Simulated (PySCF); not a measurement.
Cartesian coordinates (Å):
```xyz
5

Zn    -0.1098    -0.0375     0.0131
S     -0.5580     0.9420     1.9103
H      0.5877     1.6720     1.8728
S      0.3328    -1.0383    -1.8742
H     -0.3288    -0.0968    -2.5974
```
Charge 0, multiplicity 1.

Problem. What is the computed HOMO, charge on the central atom (Mulliken) and LUMO (TPSSh-D3(BJ)/def2-TZVP // TPSS-D3(BJ)/def2-SVP (PySCF 2.14.0))?

Solution. 
The HOMO is -6.86 eV. The charge on the central atom (Mulliken) is 0.39 e and the LUMO is -1.40 eV.
